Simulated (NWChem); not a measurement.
C₄H₄ClF; SMILES [C@@H](CCl)(F)C#C

```xyz
10

C     -0.6926    -2.9748    -0.0458
C     -0.2464    -1.8642     0.1299
C      0.2679    -0.5098     0.3432
F      1.5659    -0.4166    -0.0871
C     -0.5878     0.5032    -0.3981
Cl    -0.0856     2.1681    -0.0296
H     -1.0808    -3.9655    -0.1995
H      0.2518    -0.2777     1.4234
H     -0.4904     0.3453    -1.4810
H     -1.6413     0.3879    -0.1106
```
Atoms are numbered in this order, from 1.

Level: PBE0/def2-SVP (NWChem), optimised geometry, unscaled harmonic frequencies. 

```tsv
frequency (cm⁻¹)	IR intensity (km/mol)
95	1.5
138	0.5
205	2.0
287	3.8
416	4.3
503	19.1
573	8.2
708	39.3
746	30.0
801	47.7
865	8.8
977	12.0
1068	22.3
1145	86.2
1212	20.7
1255	15.8
1355	0.5
1373	24.9
1438	9.3
2252	7.0
3072	8.5
3115	7.3
3192	0.7
3486	74.3
```

```
Quantity                                                                            Value
-----------------------------------------------------------------------  ----------------
zero-point energy                                                           43.3 kcal/mol
thermal correction to the enthalpy at 298.15 K (with zero-point energy)     47.9 kcal/mol
heat capacity Cv                                                         21.5 cal/(mol K)
entropy at 298.15 K and 1 atm (symmetry number 1)                        80.7 cal/(mol K)
dipole moment                                                                      2.68 D
```

Rigid rotor and harmonic oscillator; modes under 100 cm⁻¹ make the entropy uncertain.
